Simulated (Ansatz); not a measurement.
Basis-set extrapolation for C2H6AlNSi (`[AlH2][NH]C#C[SiH3]`) (PBE0-D4/def2-TZVP geometry, frozen core, the Gaussian-basis code of Ansatz). Multiplicity 1, RHF reference.

|  | def2-TZVPP | def2-QZVPP |
| --- | --- | --- |
| HF | -664.571832 | -664.593924 |
| MP2 correlation | -0.708892 | -0.757741 |
| CCSD(T) correlation | -0.785263 | not run |

Energies in hartree. Use E(X) = E(∞) + A·exp(−7.88·√X) for Hartree–Fock and E(X) = E(∞) + B·X^(−2.97) for correlation, with X = 3 and 4, and add CCSD(T) minus MP2 of the smaller set to the MP2 limit.

Q: What is the CCSD(T) energy at the basis-set limit?

A: HF limit: -664.593924 + (-0.022092) × 0.13774 = -664.59697. MP2 limit: -0.757741 + (-0.048849) × 0.74074 = -0.79393. Higher-order term: -0.785263 − (-0.708892) = -0.07637. Total: -665.46727 hartree, 3.00 eV below CCSD(T)/def2-TZVPP.
